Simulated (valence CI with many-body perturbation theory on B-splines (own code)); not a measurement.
# Forbidden lines of Rh³⁹⁺

Method: valence CI with perturbative core correlation (CI+MBPT): four valence electrons over a frozen Dirac-Fock core [He], radial functions for each j: 11 s, 11 p, 10 d, 8 f, 5 g, 2 h, with the one-electron correlation potential Σ1, the two-electron term Σ2, the three-electron term Σ3, Breit, model QED; selected CI, second order for the rest, scaled by the run's own slope (own B-spline code, finite nucleus).

No measured spectrum was set against this ion. As an estimate, large intervals hold to a few tenths of a per cent, small ones and those within an open d or f shell to about a per cent. Among the levels kept, up to 980 cm⁻¹ of a level comes from second order outside the variational space, and about a tenth of that is noise between levels of different J, which matters for small intervals.

Lines 51 to 68 of 68 in falling wavelength, among levels below 4088.1 eV, chosen from the decays that carry over 1 % of a level's rate. Wavelengths and rates use the calculated energies. Electric multipoles are in the length gauge, E1 and E2 with the static RPA response of the core. Weak lines are less certain than strong ones. Lines between different terms over intervals too small for the method are left out, as are lines whose strength nearly cancels. The highest levels of a list are the least certain.

Levels are named by their leading jj configuration (3d3/2^4 stands for four electrons in 3d with j = 3/2), which in mixed levels can hold well under half, so a name can repeat and another be missing. Letters in brackets count levels of one name in rising energy.

| λ vac (nm) | Upper | Lower | Type | A (s⁻¹) | Branch % |
| --- | --- | --- | --- | --- | --- |
| 0.3457 | (2p1/2 2p3/2^2 3d5/2) J=4 | (2s 2p1/2 2p3/2^2) J=2 [b] | E2 | 1.15e+10 | 1.8 |
| 0.3448 | (2s 2p1/2 2p3/2 3d3/2) J=4 | (2s^2 2p1/2 2p3/2) J=2 | E2 | 8.57e+10 | 8.5 |
| 0.3447 | (2p1/2 2p3/2^2 3d5/2) J=3 | (2s 2p1/2 2p3/2^2) J=1 [a] | E2 | 1.28e+11 | 1.4 |
| 0.3445 | (2p1/2^2 2p3/2 3d3/2) J=2 | (2s 2p1/2^2 2p3/2) J=1 | E2 | 1.38e+11 | 1.4 |
| 0.3442 | (2p1/2^2 2p3/2 3d3/2) J=3 | (2s 2p1/2^2 2p3/2) J=1 | E2 | 8.37e+10 | 2.8 |
| 0.3397 | (2p1/2^2 2p3/2 3d3/2) J=2 | (2s 2p1/2^2 2p3/2) J=2 | E2 | 1.85e+11 | 1.8 |
| 0.3397 | (2s 2p3/2^2 3d5/2) J=2 [b] | (2s^2 2p3/2^2) J=0 | E2 | 3.66e+11 | 1.4 |
| 0.3395 | (2p1/2 2p3/2^2 3d3/2) J=1 | (2s 2p1/2 2p3/2^2) J=2 [a] | E2 | 2.47e+11 | 1.1 |
| 0.3394 | (2p1/2 2p3/2^2 3d3/2) J=2 | (2s 2p1/2 2p3/2^2) J=2 [a] | E2 | 2.62e+11 | 1.1 |
| 0.3394 | (2p1/2^2 2p3/2 3d3/2) J=3 | (2s 2p1/2^2 2p3/2) J=2 | E2 | 2.47e+11 | 8.2 |
| 0.3393 | (2p1/2 2p3/2^2 3d3/2) J=0 | (2s 2p1/2 2p3/2^2) J=2 [a] | E2 | 2.49e+11 | 1.1 |
| 0.3391 | (2p1/2^2 2p3/2 3d3/2) J=0 | (2s 2p1/2^2 2p3/2) J=2 | E2 | 3.32e+11 | 16.4 |
| 0.3385 | (2p1/2 2p3/2^2 3d5/2) J=4 | (2s 2p1/2 2p3/2^2) J=2 [a] | E2 | 3.24e+11 | 51.5 |
| 0.3384 | (2p1/2^2 2p3/2 3d5/2) J=4 | (2s 2p1/2^2 2p3/2) J=2 | E2 | 3.35e+11 | 65.5 |
| 0.3384 | (2p1/2 2p3/2^2 3d5/2) J=3 | (2s 2p1/2 2p3/2^2) J=2 [a] | E2 | 9.81e+10 | 1.1 |
| 0.3378 | (2s 2p3/2^2 3d5/2) J=4 [b] | (2s^2 2p3/2^2) J=2 | E2 | 3.38e+11 | 8.5 |
| 0.3375 | (2s 2p3/2^2 3d5/2) J=3 [b] | (2s^2 2p3/2^2) J=2 | E2 | 1.48e+11 | 1.0 |
| 0.3263 | (2p1/2 2p3/2^2 3d5/2) J=4 | (2s 2p1/2^2 2p3/2) J=2 | E2 | 6.72e+09 | 1.1 |
